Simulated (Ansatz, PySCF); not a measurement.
Dissociation curve of Mg2, singlet.

Computed with: UKS-PBE = Ansatz (an electronic-structure program) with unrestricted PBE/cc-pVQZ; RKS-PBE = restricted PBE/cc-pVQZ run with Ansatz; UKS-B3LYP = unrestricted B3LYP/cc-pVQZ (Ansatz); RKS-B3LYP = restricted B3LYP/cc-pVQZ in Ansatz; UKS-B3LYP/6-31G* = unrestricted B3LYP/6-31G*, spherical d in PySCF; RKS-B3LYP/6-31G* = restricted B3LYP/6-31G*, spherical d in PySCF; UKS-LDA (SVWN5)/6-31G* = PySCF with unrestricted LDA (SVWN5)/6-31G*, spherical d; RKS-LDA (SVWN5)/6-31G* = restricted LDA (SVWN5)/6-31G*, spherical d (PySCF 2.14.0).

Scanned distances (Å): 2.70, 2.89, 3.09, 3.28, 3.40, 3.49, 3.60, 3.71, 3.83, 3.98, 4.19, 4.53, 4.85, 5.37, 5.84, 6.38, 7.19, 7.96, 8.83, 9.80, 10.90.

**Question.** Where does the unrestricted solution first break spin symmetry (<S²> of 0.01 or more)?

**Answer.** UKS-PBE: at none of the points with a result; UKS-B3LYP: at none of the points with a result; UKS-B3LYP/6-31G*: at none of the points with a result; UKS-LDA (SVWN5)/6-31G*: at none of the points with a result.

| R / Å | <S²> UKS-PBE | E(RKS-PBE) − E(UKS-PBE) / kcal/mol | <S²> UKS-B3LYP | E(RKS-B3LYP) − E(UKS-B3LYP) / kcal/mol | <S²> UKS-B3LYP/6-31G* | E(RKS-B3LYP/6-31G*) − E(UKS-B3LYP/6-31G*) / kcal/mol | <S²> UKS-LDA (SVWN5)/6-31G* | E(RKS-LDA (SVWN5)/6-31G*) − E(UKS-LDA (SVWN5)/6-31G*) / kcal/mol |
|---|---|---|---|---|---|---|---|---|
| 2.70 | 0.00 | 0.0 | 0.00 | 0.0 | 0.00 | 0.0 | 0.00 | 0.0 |
| 2.89 | 0.00 | 0.0 | 0.00 | 0.0 | 0.00 | 0.0 | 0.00 | 0.0 |
| 3.09 | 0.00 | 0.0 | 0.00 | 0.0 | 0.00 | 0.0 | 0.00 | 0.0 |
| 3.28 | 0.00 | 0.0 | 0.00 | 0.0 | 0.00 | 0.0 | 0.00 | 0.0 |
| 3.40 | 0.00 | 0.0 | 0.00 | 0.0 | 0.00 | 0.0 | 0.00 | 0.0 |
| 3.49 | 0.00 | 0.0 | 0.00 | 0.0 | 0.00 | 0.0 | 0.00 | 0.0 |
| 3.60 | 0.00 | 0.0 | 0.00 | 0.0 | 0.00 | 0.0 | 0.00 | 0.0 |
| 3.71 | 0.00 | 0.0 | 0.00 | 0.0 | 0.00 | 0.0 | 0.00 | 0.0 |
| 3.83 | 0.00 | 0.0 | 0.00 | 0.0 | 0.00 | 0.0 | 0.00 | 0.0 |
| 3.98 | 0.00 | 0.0 | 0.00 | 0.0 | 0.00 | 0.0 | 0.00 | 0.0 |
| 4.19 | 0.00 | 0.0 | 0.00 | 0.0 | 0.00 | 0.0 | 0.00 | 0.0 |
| 4.53 | 0.00 | 0.0 | 0.00 | 0.0 | 0.00 | 0.0 | 0.00 | 0.0 |
| 4.85 | 0.00 | 0.0 | 0.00 | 0.0 | 0.00 | 0.0 | 0.00 | 0.0 |
| 5.37 | 0.00 | 0.0 | 0.00 | 0.0 | 0.00 | 0.0 | 0.00 | 0.0 |
| 5.84 | 0.00 | 0.0 | 0.00 | 0.0 | 0.00 | 0.0 | 0.00 | 0.0 |
| 6.38 | 0.00 | 0.0 | 0.00 | 0.0 | 0.00 | 0.0 | 0.00 | 0.0 |
| 7.19 | 0.00 | 0.0 | 0.00 | 0.0 | 0.00 | 0.0 | 0.00 | 0.0 |
| 7.96 | 0.00 | 0.0 | 0.00 | 0.0 | 0.00 | 0.0 | 0.00 | 0.0 |
| 8.83 | 0.00 | 0.0 | 0.00 | 0.0 | 0.00 | 0.0 | 0.00 | 0.0 |
| 9.80 | 0.00 | 0.0 | 0.00 | 0.0 | 0.00 | 0.0 | 0.00 | 0.0 |
| 10.90 | 0.00 | 0.0 | 0.00 | 0.0 | 0.00 | 0.0 | 0.00 | 0.0 |
